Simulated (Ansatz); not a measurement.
Reactions of C₂H₄OSSi, SMILES `OC1=C[SiH]1S`.

Calculated with Ansatz (gas phase, PBE0-D4/def2-TZVP geometries, no zero-point term in ΔE). CBS: MP2 limit from def2 TZ/QZ plus the TZ coupled-cluster correction, frozen cores. This one scheme is used for every species, atoms too. No spin–orbit coupling; open shells (•) take unrestricted orbitals. Spin–orbit coupling would lower the free atoms: a little for C, O, S, Si. For Ge outer-core shells are correlated without core-valence functions, so the limit isn't a true one: a few kJ/mol of doubt a bond, and 10 to 20 or more in all where bonds break to atoms. Scalar relativity is left out up to krypton. Each species was taken in one conformer, which may not be the lowest.

Order these by ΔE at CCSD(T)/CBS, lowest first. (An estimate is asked.)
A. `OC1=C[SiH]1S` → `O=CC([SiH3])=S`
B. `OC1=C[SiH]1S` → 2 C• + 4 H• + O• + S• + Si•
C. `OC1=C[SiH]1S` → `[SiH3]OC1=CS1`
D. `OC1=C[SiH]1S` + H₂ → `S[SiH]1C=C1` + H₂O
E. `OC1=C[SiH]1S` + `[CH3][GeH]([SiH3])[Cl]` → `OC1=C[SiH]1Cl` + `[CH3][GeH]([SiH3])[SH]`
F. `OC1=C[SiH]1S` + HCl → `OC1=C[SiH]1Cl` + H₂S

D (-17.9 kcal/mol), F (-8.4 kcal/mol), E (-1.5 kcal/mol), A (+8.2 kcal/mol), C (+25.7 kcal/mol), B (+805.3 kcal/mol).

Largest T1 diagnostic: 0.016, for `O=CC([SiH3])=S`.
